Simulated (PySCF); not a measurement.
## `CC[C@@H](F)[C@H](Cl)CC`, C$_{6}$H$_{12}$ClF

Geometry (Å), atoms numbered from 1 in this order:
```xyz
20

C    -2.9777    0.4011    0.3414
C    -1.5193   -0.0211    0.4801
C    -0.7372    0.2667   -0.7966
F    -0.6123    1.6378   -0.9544
C     0.6795   -0.3175   -0.8366
Cl    0.5339   -2.0947   -0.9529
C     1.5471    0.0659    0.3549
C     3.0067   -0.3122    0.1354
H    -3.0415    1.4598    0.1012
H    -3.4651   -0.1640   -0.4501
H    -3.5117    0.2253    1.2715
H    -1.4559   -1.0901    0.6865
H    -1.0584    0.5254    1.3041
H    -1.2989   -0.0823   -1.6736
H     1.1598    0.0091   -1.7646
H     1.4630    1.1468    0.4894
H     1.1736   -0.4254    1.2547
H     3.4101    0.2065   -0.7315
H     3.0998   -1.3832   -0.0269
H     3.5994   -0.0430    1.0056
```

The calculation used GIAO PBE/pcSseg-1 magnetisability, rotational g tensor and spin-rotation constants, non-relativistic, gas phase (PySCF 2.14.0). Geometry: GFN2-xTB.

Task: Give the nuclear spin-rotation constants along the inertial axes (H = +C I·J) beside the isotropic shieldings.

Result: Rotational constants 2.2229, 1.0582, 0.8597 GHz. A star marks the isotopologue with that one atom substituted, in its own axes.
| atom | isotope | Caa (kHz) | Cbb (kHz) | Ccc (kHz) | mean (kHz) | σ (ppm) |
| --- | --- | --- | --- | --- | --- | --- |
| F4 | 19F | 1.442 | 0.620 | 0.475 | 0.846 | 367.9 |
| Cl6 | 35Cl | 0.659 | 0.085 | 0.208 | 0.317 | 798.2 |
| H9 | 1H | -0.175 | -0.025 | -0.077 | -0.092 | 30.2 |
| H10 | 1H | -0.233 | -0.039 | -0.053 | -0.109 | 30.8 |
| H11 | 1H | -0.187 | -0.112 | -0.006 | -0.102 | 30.4 |
| H12 | 1H | -0.199 | -0.015 | -0.069 | -0.094 | 29.6 |
| H13 | 1H | -0.262 | -0.037 | -0.036 | -0.112 | 30.2 |
| H14 | 1H | -0.171 | -0.053 | -0.009 | -0.078 | 26.9 |
| H15 | 1H | -0.165 | -0.108 | 0.017 | -0.085 | 27.7 |
| H16 | 1H | -0.180 | 0.003 | -0.092 | -0.089 | 29.6 |
| H17 | 1H | -0.258 | -0.096 | 0.008 | -0.115 | 30.3 |
| H18 | 1H | -0.233 | -0.096 | -0.010 | -0.113 | 30.9 |
| H19 | 1H | -0.153 | -0.009 | -0.096 | -0.086 | 30.0 |
| H20 | 1H | -0.212 | -0.068 | -0.032 | -0.104 | 30.4 |
| C1 | 13C* | 0.297 | 0.158 | 0.119 | 0.192 | 169.0 |
| C2 | 13C* | 0.394 | 0.165 | 0.129 | 0.230 | 156.1 |
| C3 | 13C* | 0.663 | 0.248 | 0.260 | 0.391 | 78.1 |
| C5 | 13C* | 0.521 | 0.225 | 0.211 | 0.319 | 110.0 |
| C7 | 13C* | 0.415 | 0.164 | 0.135 | 0.238 | 152.6 |
| C8 | 13C* | 0.294 | 0.165 | 0.119 | 0.193 | 168.0 |

For the geometry as given, no vibrational averaging.

Task: How do the rotational constants and the g tensor change when H9, H10, H11, H12, H13, H14, H15, H16, H17, H18, H19, H20 are replaced by deuterium?

Result: Constants 1.9689, 0.8933, 0.7482 GHz; g -0.0067, -0.0015, -0.0040, against -0.0069, -0.0020, -0.0046 before.
